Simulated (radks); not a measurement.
Question: Radial electron density D(r) = 4 pi r^2 rho(r) of an atom or ion with 3 electrons. Calculated with a radial shooting solver on a logarithmic mesh with Libxc functionals: scalar-relativistic Kohn-Sham, PBE, spin-unpolarised, spherical densities, point nucleus.

| r (bohr) | D(r) (e/bohr) |
|---|---|
| 0.004173 | 0.2217 |
| 0.004668 | 0.2738 |
| 0.005179 | 0.3327 |
| 0.005793 | 0.4098 |
| 0.006479 | 0.5038 |
| 0.00719 | 0.6093 |
| 0.008042 | 0.7462 |
| 0.008995 | 0.9116 |
| 0.01006 | 1.111 |
| 0.01116 | 1.331 |
| 0.01249 | 1.611 |
| 0.01397 | 1.943 |
| 0.0155 | 2.305 |
| 0.01733 | 2.756 |
| 0.01939 | 3.279 |
| 0.02151 | 3.834 |
| 0.02406 | 4.508 |
| 0.02691 | 5.262 |
| 0.0301 | 6.092 |
| 0.0334 | 6.925 |
| 0.03736 | 7.872 |
| 0.04179 | 8.850 |
| 0.04637 | 9.756 |
| 0.05186 | 10.69 |
| 0.05801 | 11.54 |
| 0.06437 | 12.19 |
| 0.072 | 12.70 |
| 0.08053 | 12.95 |
| 0.09007 | 12.89 |
| 0.09995 | 12.53 |
| 0.1118 | 11.81 |
| 0.125 | 10.78 |
| 0.1387 | 9.578 |
| 0.1552 | 8.125 |
| 0.1736 | 6.617 |
| 0.1926 | 5.281 |
| 0.2154 | 4.023 |
| 0.241 | 3.040 |
| 0.2695 | 2.378 |
| 0.2991 | 2.041 |
| 0.3345 | 1.923 |
| 0.3741 | 1.963 |
| 0.4151 | 2.045 |
| 0.4643 | 2.085 |
| 0.5194 | 2.007 |
| 0.5763 | 1.812 |
| 0.6446 | 1.494 |
| 0.721 | 1.122 |
| 0.8064 | 0.7613 |
| 0.8948 | 0.4808 |
| 1.001 | 0.2606 |
| 1.119 | 0.1234 |
| 1.242 | 0.05390 |
| 1.389 | 0.01884 |
| 1.554 | 0.005483 |
| 1.724 | 0.001454 |
| 1.929 | 0.0002807 |

What is the nuclear charge?

Answer: Z = 12. The innermost maximum, from 1s, lies near gamma/Z bohr with gamma = sqrt(1 - (Z/c)^2) = 0.996, here 0.083 bohr (found: 0.0838), and its height grows with Z. The density is that of the magnesium ion Mg9+ in [He] 2s1; the configuration itself is not fixed sharply by these data, and Z only to about a unit. D(r) has 2 maxima, at r = 0.0838, 0.461 bohr, and minima at 0.340 bohr, inside which lie 2.10 electrons.
